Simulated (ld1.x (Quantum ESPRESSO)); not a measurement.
# vanadium TM: all-electron and pseudo phase curves

vanadium (V), norm-conserving Troullier–Martins (Kleinman–Bylander form), made with ld1.x (Quantum ESPRESSO) 7.5 (PBE, scalar-relativistic). Core [Ne], reference 3s2 3p6 3d3 4s2 4p0. Waves: 3s (bound): rc 1.30 bohr; 3d (bound): rc 2.20 bohr; 3p (bound): rc 1.25 bohr. Local part: the p channel. Core correction: none.

Occupied shells without a wave of their own: 4s. They enter only through the test configuration that unscreens the potential.

The phase is arctan(r·u′/u) with u = r·R(r), unwrapped; energies in Ry, scanned from -7 to 5 Ry. A pole is an energy at which the radial function vanishes at the test radius. The pseudo phase is shifted by a multiple of π to meet the all-electron one at the reference energy, and phase errors are pseudo minus all-electron; the curves can meet again beyond the range given. Levels narrower than the energy grid can be missing from the lists of poles.

```json
{"channel": "s", "radius (bohr)": "2.39", "reference energy (Ry)": "-5.16", "poles, all-electron": "-5.12, 3.11", "poles, pseudo": "-5.12, 2.77", "unbroken range about the reference energy with phases within 0.05 rad": "below -0.5", "phase error 1 Ry above the reference energy (rad)": "-0.000"}
{"channel": "p", "radius (bohr)": "2.39", "reference energy (Ry)": "-3.24", "poles, all-electron": "-3.15, 4.14", "poles, pseudo": "-3.15, 4.05", "unbroken range about the reference energy with phases within 0.05 rad": "the whole range", "phase error 1 Ry above the reference energy (rad)": "-0.000"}
{"channel": "d", "radius (bohr)": "2.39", "reference energy (Ry)": "-0.38", "poles, all-electron": "-0.05", "poles, pseudo": "-0.04", "unbroken range about the reference energy with phases within 0.05 rad": "below 1.4", "phase error 1 Ry above the reference energy (rad)": "+0.013"}
```

Phases in the p channel:

```csv
E (Ry),all-electron,pseudo
-7.00,1.402,1.402
-6.74,1.398,1.398
-6.48,1.394,1.394
-6.22,1.389,1.389
-5.96,1.384,1.384
-5.70,1.379,1.379
-5.44,1.373,1.373
-5.18,1.366,1.366
-4.92,1.357,1.357
-4.66,1.348,1.348
-4.40,1.335,1.335
-4.14,1.318,1.318
-3.88,1.290,1.290
-3.62,1.228,1.228
-3.36,0.711,0.710
-3.10,-1.632,-1.632
-2.84,-1.741,-1.741
-2.58,-1.782,-1.782
-2.32,-1.810,-1.810
-2.06,-1.834,-1.834
-1.80,-1.858,-1.859
-1.54,-1.885,-1.885
-1.28,-1.915,-1.916
-1.02,-1.952,-1.953
-0.76,-1.999,-2.000
-0.50,-2.059,-2.061
-0.24,-2.142,-2.146
0.02,-2.262,-2.268
0.28,-2.447,-2.458
0.54,-2.738,-2.759
0.80,-3.163,-3.194
1.06,-3.623,-3.653
1.32,-3.969,-3.992
1.58,-4.191,-4.208
1.84,-4.333,-4.346
2.10,-4.429,-4.439
2.36,-4.498,-4.507
2.62,-4.550,-4.557
2.88,-4.590,-4.597
3.14,-4.623,-4.630
3.40,-4.651,-4.657
3.66,-4.675,-4.681
3.92,-4.696,-4.703
4.18,-4.715,-4.722
4.44,-4.733,-4.740
4.70,-4.750,-4.758
4.96,-4.767,-4.775
```
